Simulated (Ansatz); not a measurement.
C2H7NSSi, SMILES `SC[SiH]1CN1`. The species carries charge 0 and has multiplicity 1. Geometry: relaxed with PBE0-D4/def2-TZVP. It is one conformer, not always the lowest.

```xyz
12

S     1.828   -1.661   -1.031
C     0.231   -1.623   -0.164
Si   -0.508    0.064   -0.435
C    -0.997    1.229    0.889
N     0.374    1.350    0.286
H     2.321   -0.543   -0.469
H    -0.384   -2.395   -0.632
H     0.351   -1.873    0.890
H    -1.102    0.220   -1.782
H    -1.711    2.014    0.645
H    -0.992    0.982    1.948
H     0.588    2.236   -0.147
```

Task: What is the dipole moment at B3LYP/def2-TZVPP? (Estimate.)

Result: The calculation gave: 1.39 D, with components (-1.34, 0.37, 0.09) D in this frame, pointing from negative to positive charge.

Task: And with PBE, r2SCAN, ωB97M-V? (An estimate is asked.)

Result: The calculation gave: PBE 1.30 D, r2SCAN 1.40 D, ωB97M-V 1.40 D.

Task: Give the Mulliken charges with B3LYP, ωB97M-V, r2SCAN in def2-TZVPP. (Best estimate.)

Result: Computed: 
| atom | B3LYP | ωB97M-V | r2SCAN |
| --- | --- | --- | --- |
| S1 | -0.18 | -0.16 | -0.19 |
| C2 | -0.22 | -0.30 | -0.15 |
| Si3 | 0.39 | 0.38 | 0.40 |
| C4 | -0.21 | -0.26 | -0.15 |
| N5 | -0.38 | -0.36 | -0.40 |
| H6 | 0.12 | 0.13 | 0.11 |
| H7 | 0.11 | 0.13 | 0.09 |
| H8 | 0.13 | 0.15 | 0.09 |
| H9 | -0.08 | -0.04 | -0.09 |
| H10 | 0.09 | 0.11 | 0.07 |
| H11 | 0.10 | 0.11 | 0.07 |
| H12 | 0.13 | 0.11 | 0.14 |

B3LYP here is the variant with VWN-RPA as its local correlation; programs differ in this.
